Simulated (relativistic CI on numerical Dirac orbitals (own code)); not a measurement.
**Slater and spin-orbit integrals, Hf LXIII**

Computed by Dirac-Coulomb-Breit CI, orbitals from a KLI potential per configuration, model QED, unscaled Slater integrals (own radial code, finite nucleus).

Slater integrals F^k, G^k are unscaled and averaged over j, outside the closed core 1s2; ζ comes from projecting the Hamiltonian with its Breit term on Σ l·s of the shell.

- 2s²2p⁵3s: ζ(2p) = 6.5648e+06, G^1(2p,3s) = 144990 cm⁻¹; <r>(2p) = 0.06945, <r^2>(2p) = 0.005891, <r>(3s) = 0.1869, <r^2>(3s) = 0.03993 (bohr units).
- 2s²2p⁵3p: ζ(2p) = 6.5633e+06, F^2(2p,3p) = 380020, G^0(2p,3p) = 152490, G^2(2p,3p) = 166410, ζ(3p) = 1.8072e+06 cm⁻¹; <r>(2p) = 0.06948, <r^2>(2p) = 0.005896, <r>(3p) = 0.1821, <r^2>(3p) = 0.03843 (bohr units).
- 2s²2p⁵3d: ζ(2p) = 6.5685e+06, F^2(2p,3d) = 494830, G^1(2p,3d) = 468180, G^3(2p,3d) = 270790, ζ(3d) = 254940 cm⁻¹; <r>(2p) = 0.06948, <r^2>(2p) = 0.005897, <r>(3d) = 0.16, <r^2>(3d) = 0.02943 (bohr units).

Averages of the first 10 configurations, taken without configuration mixing, which lowers the lowest level and can move excited configurations by several eV; other configurations of the list can lie among them:

| Configuration | Parity | States | Average energy above the lowest level (eV) |
| --- | --- | --- | --- |
| 2s²2p⁶ | even | 1 | 0.3 |
| 2s²2p⁵3s | odd | 12 | 8245.2 |
| 2s²2p⁵3p | even | 36 | 8612.5 |
| 2s²2p⁵3d | odd | 60 | 8933.8 |
| 2s2p⁶3s | even | 4 | 9530.6 |
| 2s2p⁶3p | odd | 12 | 9892.5 |
| 2s2p⁶3d | even | 20 | 10213.5 |
| 2s²2p⁵4s | odd | 12 | 11355.0 |
| 2s²2p⁵4p | even | 36 | 11506.1 |
| 2s²2p⁵4d | odd | 60 | 11634.1 |
